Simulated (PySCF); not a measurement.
## Al⁺: excitation energy

Al⁺ [Ne] 3s2 (1S) → Al⁺ [Ne] 3d2 (3F), as a difference of total energies. Computed with PySCF 2.14 in aug-cc-pV(Q+d)Z with one added diffuse shell each of s, p, d, f, g type (8s7p6d4f3g, 114 functions), with the non-relativistic Hamiltonian (point nucleus). Correlated levels: valence: [Ne] frozen. The calculations carry no spin-orbit coupling.

| method | excitation energy (eV) |
| --- | --- |
| UHF | 23.929 |
| LDA | 24.206 |
| PBE | 23.581 |
| PBE0 | 23.859 |
| r2SCAN | 23.563 |
| M06 | 23.453 |
| r2SCAN0 | 23.924 |
| MP2 (valence) | 24.542 |
| SCS-MP2 (valence) | 24.821 |

Task: How much does correlation contribute at MP2 (valence)?

Result: 24.542 − (23.929) = 0.613 eV, measured against UHF.

The upper state lies above the first ionisation limit, where it may autoionise and the basis confines it.

The promoted electron is Rydberg-like, and one or two diffuse shells describe it only roughly, which tends to raise the upper state.
